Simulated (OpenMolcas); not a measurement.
Er2+: moving or changing the point charges

Er2+ among 3 point charges of -0.5 e arranged as a planar triangle (D3h), 2.43 Å from the ion.

```json
{
  "Program": "OpenMolcas",
  "Method": "CASSCF",
  "Basis": "ANO-RCC-VDZP [7s6p4d2f1g]",
  "Scalar Hamiltonian": "DKH2, point nucleus",
  "Active space": "12 electrons in 7 orbitals (4f)",
  "State averaging": "2S+1 = 3 even, 21 roots; 2S+1 = 1 even, 27 roots kept (CI in the orbitals of an earlier block)",
  "Spin-orbit coupling": "RASSI with atomic mean-field integrals over the reference wave functions"
}
```

Runs around this geometry, states (labels of D3, the rotations of D3h). Energies in cm-1 above the lowest state or level, χT in cm3 K/mol.

```tsv
R (Å)	Ground state	First state of that spin	First gap with spin-orbit (degeneracies)	Width of lowest J	χT at 300 K
2.43	3E	3E 212.6	180.6 (2, 2)	670	7.053
2.64	3E	3E 171.3	145.6 (2, 2)	529	7.084
2.82	3E	3E 143.5	122.0 (2, 2)	437	7.103
```

Taking the width of the lowest J multiplet as R^-n, n = -ln(437 / 670) / ln(2.82 / 2.43) = 2.9 between the shortest and longest distance.

This is an electrostatic model: the charges have no orbitals. No measured value stands beside these numbers.
